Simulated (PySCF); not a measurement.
C2H4BN3, SMILES N1B(N=CC=1)N.

Geometry optimised at B3LYP-D3(BJ)/def2-SVP. This is a generated structure with no PubChem entry under its InChIKey; it may be hypothetical. Other conformers were not sampled.

Two levels are set side by side: PBE/def2-TZVP (PySCF) and HF/def2-TZVP (PySCF). Same geometry, gas phase. Differences are taken from unrounded values.

```csv
quantity,PBE
orbital gap (eV),2.53
highest occupied level (eV),-5.99
lowest empty level (eV),-3.46
dipole moment (D),0.71
mean polarisability (bohr³),57.2
```

Question: These are the PBE values. What does HF give? (The exact figures need the calculation; the answer reports its results.)

Answer: 
| quantity | HF | PBE minus HF |
|---|---|---|
| orbital gap (eV) | 12.28 | -9.74 |
| highest occupied level (eV) | -10.94 | 4.95 |
| lowest empty level (eV) | 1.34 | -4.80 |
| dipole moment (D) | 0.51 | 0.20 |
| mean polarisability (bohr³) | 50.9 | 6.3 |

Without exact exchange PBE keeps part of each electron's self-repulsion, which lifts occupied levels and narrows the gap. Loosely held outer electrons make PBE densities more polarisable. Differences between two approximate levels are no errors against the true value.

Rough cost on one machine, each run with all the roots and properties that it gave: HF against PBE about 1/4.
